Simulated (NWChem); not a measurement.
MoN2H2BrCl; SMILES [NH]=[Mo]([Cl])(=[NH])[Br]

Computed with NWChem. Medium grid unless said otherwise, to which SCAN and Minnesota functionals are sensitive. Geometry: optimised at PBE0/def2-SVP. No frequency run checked for a minimum. def2 effective core potentials on Mo; no spin-orbit coupling. Hybrids' shares of exact exchange are those that their runs print; pure functionals count as 0. The functionals differ in more than this share.

| row | share of exact exchange | orbital gap (eV) |
|---|---|---|
| PBE/def2-SVP | 0.00 | 3.42 |
| M06-L/def2-SVP | 0.00 | 3.73 |
| B3LYP/def2-SVP | 0.20 | 4.93 |
| M06/def2-SVP | 0.27 | 5.35 |
| MPW1K/def2-SVP | 0.43 | withheld |

Question: Fit a straight line of the last column on the one before it, predict the withheld value, and compare with the run.

Answer: 
1. Means of the 4 shown rows: x = 0.118, y = 4.357. Slope Σ(x − x̄)(y − ȳ)/Σ(x − x̄)² = 0.3825/0.05768 = 6.632; intercept 3.578.
2. The shown rows scatter about the line by 0.111 (root mean square); the largest residual is -0.16, at PBE/def2-SVP.
3. At x = 0.43 (MPW1K/def2-SVP; beyond the shown range) the line gives 6.43.
4. The run gives 6.80, +0.37 from the line, 3.3 times the scatter.
